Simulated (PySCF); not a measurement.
B3LYP has the VWN-RPA correlation part, as in Gaussian. Delta-SCF ions had no search for a lower state. Excitations are Tamm–Dancoff values on a coarser integration grid. The basis has no diffuse functions, so Rydberg states are missing or too high.

## H6BN3, SMILES `NB(N)N` (charge 0, multiplicity 1)

These are B3LYP-D3(BJ)/def2-TZVP (PySCF) values and carry that method's errors.

```json
{
  "HOMO": "-6.29 eV",
  "dipole_moment": "0.02 D",
  "HOMO–LUMO gap": "6.81 eV",
  "LUMO": "0.52 eV",
  "S1 excitation (TDA)": "5.76 eV",
  "S1 oscillator strength": "0.000",
  "brightest of the four lowest singlets (TDA)": "6.86 eV",
  "T1 excitation (TDA)": "5.50 eV",
  "S1–T1 gap (TDA)": "0.27 eV",
  "vertical ionisation energy (Delta-SCF)": "8.79 eV",
  "total_energy": "-5250.26 eV",
  "cost": "roughly 110 core-seconds"
}
```

Bond lengths (Å): N1–B2 1.429, N1–H5 1.003, N1–H6 1.003, B2–N3 1.429, B2–N4 1.429, N3–H7 1.003, N3–H8 1.003, N4–H9 1.003, N4–H10 1.003. Bond angles (°): B2–N1–H5 123.2, B2–N1–H6 123.2, H5–N1–H6 113.4, N1–B2–N3 120.0, N1–B2–N4 120.0, N3–B2–N4 120.0, B2–N3–H7 123.2, B2–N3–H8 123.1, H7–N3–H8 113.3, B2–N4–H9 122.9, B2–N4–H10 122.9, H9–N4–H10 113.2.
